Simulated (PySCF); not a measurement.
**Energy of Tc²⁺ (technetium, charge +2) between two integer charges**

The 4d alpha orbital of [Kr] 4d5 is emptied in steps (occupation f), with all orbitals relaxed, ending at [Kr] 4d4. All numbers are calculated (PySCF 2.14, scalar relativity by spin-free X2C-1e, in x2c-TZVPall (8s6p6d1f, 63 functions)). The exact energy is a straight line in f; departures are measured from the line between the end points of the same method.

| f | UHF (eV) | LDA (eV) | PBE (eV) |
| --- | --- | --- | --- |
| 1 | 0.000 | 0.000 | 0.000 |
| 0.8 | 0.185 | -1.015 | -0.995 |
| 0.6 | 0.271 | -1.532 | -1.500 |
| 0.4 | 0.266 | -1.541 | -1.507 |
| 0.2 | 0.174 | -1.033 | -1.009 |
| 0 | 0.000 | 0.000 | 0.000 |

```tsv
method	E(f=0) − E(f=1) (eV)	−ε at f=1 (eV)	−ε at f=0.4 (eV)
UHF	28.832	30.013	28.584
LDA	30.211	23.911	31.451
PBE	30.015	23.831	31.238
```

Orbital energy along the path (eV):

| f | UHF | LDA | PBE |
| --- | --- | --- | --- |
| 1 | -30.013 | -23.911 | -23.831 |
| 0.8 | -29.505 | -26.373 | -26.258 |
| 0.6 | -29.030 | -28.888 | -28.729 |
| 0.4 | -28.584 | -31.451 | -31.238 |
| 0.2 | -28.164 | -34.056 | -33.778 |
| 0 | -27.767 | -36.700 | -36.344 |

Reference removal energy between the ground levels: 29.55 eV (semi-empirical (NIST evaluation); NIST Atomic Spectra Database, ionization energies). The calculation has no spin-orbit coupling. The determinant left behind need not be the lowest term of the ion. UHF lacks correlation.
